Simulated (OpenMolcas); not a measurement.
**What dynamic correlation does to the levels of Sb I**

* Program: OpenMolcas 26.06
* Basis: ANO-RCC-VTZP [7s6p4d2f1g]
* Scalar Hamiltonian: DKH2, point nucleus
* Active space: 5 electrons in 8 orbitals (5s 5p 6s 6p)
* State averaging: 2S+1 = 4 odd, 1 root; 2S+1 = 2 odd, 8 roots; 2S+1 = 4 even, 3 roots; 2S+1 = 2 even, 3 roots (0 in the spin-orbit step)
* Spin-orbit coupling: state interaction with AMFI integrals over the reference wave functions, term energies averaged over their components

Methods on the same reference wave functions:
A. CASSCF
B. SS-CASPT2, IPEA 0.25 Eh, imaginary shift 0.1 Eh (closed shells correlated: 4d)
C. XMS-CASPT2, IPEA 0.25 Eh, imaginary shift 0.1 Eh (closed shells correlated: 4d)

Energies in cm⁻¹ above 5s² 5p³ ⁴S°_3/2, the measured ground level; measured values from NIST Handbook of Basic Atomic Spectroscopic Data.

| Level | A | B | C | Measured |
| --- | --- | --- | --- | --- |
| 5s² 5p³ ⁴S°_3/2 | 0.0 | 0.0 | 0.0 | 0.0 |
| 5s² 5p³ ²D°_3/2 | 11708 | 10300 | 10160 | 8512 |
| 5s² 5p³ ²D°_5/2 | 13131 | 11390 | 11250 | 9854 |
| 5s² 5p³ ²P°_1/2 | 17925 | 18650 | 18620 | 16395 |
| 5s² 5p³ ²P°_3/2 | 19646 | 20030 | 19990 | 18464 |

Deviations, from unrounded energies. A percentage is the sum of absolute deviations over the sum of measured energies, with the sign that they share, or ± where signs differ.

```tsv
Against measurement	Levels	A	B	C
mean absolute deviation (cm-1)	4	2300	1800	1700
other terms of the ground configuration (%)	4	+17.3	+13.4	+12.8
```

B, C lie about equally close to measurement and A furthest from it. The largest miss of C in the table is 5s² 5p³ ²P°_1/2, by +2200 cm-1. The ranking rests on the paired levels alone, and a cruder setting can come out closer through cancelling errors.

Between B and C the level of the table that moves most is 5s² 5p³ ²D°_5/2, by 140 cm-1 (lowest in C, highest in B). Moves below CASPT2's spread within the term are not significant.

The mean deviations of B to C differ by less than CASPT2's widest spread within a term (300 cm-1), so their order carries little weight.

From A to B the spin-free energies of the other terms of 5s² 5p³ shown, above ⁴S°, scale by factors of 0.86 to 1.04.

The lowest spin-free term lies below A's lowest term by 0.491 hartree in B, 0.491 hartree in C.

CASPT2 breaks the degeneracy within a term, and the mean is taken; among the terms shown or strongly mixed into the levels shown the widest spread is 300 cm-1 (5s² 5p³ ²D°, C). Some high roots are left out of the spin-orbit mixing, which shifts the levels that they would mix with. Active for correlation alone: 6p 6s; no level in the range computed is led by a configuration that fills them, so any true level of that kind is missing. Some terms miss by over 15 % even with CASPT2, which points to a basis or an active space too small for the shells correlated (holds for B; C). Measured partners are found by configuration, term and J. A level has none where our copy of the source lacks it or the pairing is in doubt (some pairs that miss far off the trend of their configuration count as doubtful), and it then counts in no deviation. Only configurations of the active space appear. Levels that lie high or do not pair safely by name in every column are left out.

° marks odd parity.
